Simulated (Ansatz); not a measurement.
A search over several starts for the lowest SCF solution of the cluster ZnCl₃⁻ at the given spin, in a small basis.

```yaml
crystal:
  periodic: [false, false, false]
  atoms:
    - {symbol: Zn, position_ang: [-0.000523, 0.000165, 0.000238]}
    - {symbol: Cl, position_ang: [2.404196, -0.781736, -1.122655]}
    - {symbol: Cl, position_ang: [-2.330855, -1.341995, -0.649967]}
    - {symbol: Cl, position_ang: [-0.072818, 2.123578, 1.772385]}
basis:
  gaussian: {orbitals: def2-SVP, initial_orbitals: start.molden}
total_charge: -1
magnetization: {spin_polarized: true, initial_magnetization: 4}
hamiltonian: {xc: pbe0, dispersion: d4}
output: {orbitals: {seedname: orbitals}}
```

The file start.molden holds the orbitals of an earlier run on this structure, at another level or in another basis.

```sh
$ ansatz run in.yaml --threads 4 --pin off --events-out ev --progress --plain --max-ram 3916MiB
```

Output, abridged:

```
Functional definition: PBE0
785 factors; integrals over basis functions are off by at most 2.6e-4 eV
mean field evaluation 1: about -85943.4473 eV, gradient 8.9e0 eV
mean field evaluation 2: about -85944.0723 eV, gradient 3.5e-1 eV
mean field evaluation 4: about -85944.2041 eV, gradient 5.6e-3 eV
mean field evaluation 8: about -85944.2041 eV, gradient 4.2e-5 eV
mean field evaluation 16: about -85942.7425 eV, gradient 1.1e1 eV
mean field evaluation 32: about -85944.1195 eV, gradient 3.3e-1 eV
mean field evaluation 64: about -85944.1414 eV, gradient 5.9e-3 eV
mean field evaluation 96: about -85944.1286 eV, gradient 9.3e-2 eV
mean field evaluation 128: about -85944.1854 eV, gradient 1.8e-1 eV
mean field -85944.20414198 eV, -3158.3912471439 hartree, gradient 4.9e-6 eV, S^2 6.004383; 11 other end points of the search recorded, 0 dependent functions left out
reference -85944.20418303 eV, -3158.3912486523 hartree; 43, 39 occupied and 42, 46 virtual orbitals, 785 factors
Total energy: -85944.28726338 eV, -3158.3943017989 hartree
```

Run time 39 s (4 threads of Intel Xeon on a shared host).

Other converged states that the search met: 0.05 eV higher (⟨S²⟩ = 6.00).

The highest occupied level of the charge -1 quintet lies above zero (up to 4.50 eV). The electron is either unbound and held by the finite basis, or the level is raised by self-interaction error. At PBE0-D4/def2-TZVPD a singlet of charge -1 lies 10.81 eV below the quintet, each at its own geometry. The structure comes from a short search, and lower isomers may exist.
